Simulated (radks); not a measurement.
Fractional charge and spin in the 5p shell of lanthanum: the spin-up occupation runs from 2 to 3 and the spin-down occupation from 2 to 3; the fullest corner is La2+, [Kr] 4d10 5s2 5d(up 0.5, down 0.5) 5p(up 3, down 3). Calculated with a radial shooting solver on a logarithmic mesh with Libxc functionals: scalar-relativistic Kohn-Sham, r2SCAN, spin-polarised, spherical densities, finite nucleus; meta-GGA in the generalised Kohn-Sham scheme; Fermi nuclear charge, rms radius of each element as measured or else 0.836 A^(1/3) + 0.57 fm. Energy (eV) above the fullest corner. The planes named below are the two flat planes that join the four corners, with an edge along up + down = one added electron.

\begin{tabular}{lrrr}
down \ up & 2 & 2.5 & 3 \\ \hline
2 & 93.975 & 65.964 & 40.839 \\
2.5 & 65.964 & 41.114 & 19.066 \\
3 & 40.839 & 19.066 & 0.000 \\
\end{tabular}

Corners above the fullest one (they belong to La3+ and the next ion): (up 3, down 2) 40.839 eV, (up 2, down 3) 40.839 eV, (up 2, down 2) 93.975 eV. With half an added electron in each spin the energy lies 0.275 eV from the planes, and with half an added electron in spin up alone -1.443 eV. The planes are only a guide here: the flat-plane condition holds for ground states with one frontier orbital, while this shell lies below other occupied shells, so the corners above the fullest one are inner-hole states and not the ground states of those ions.
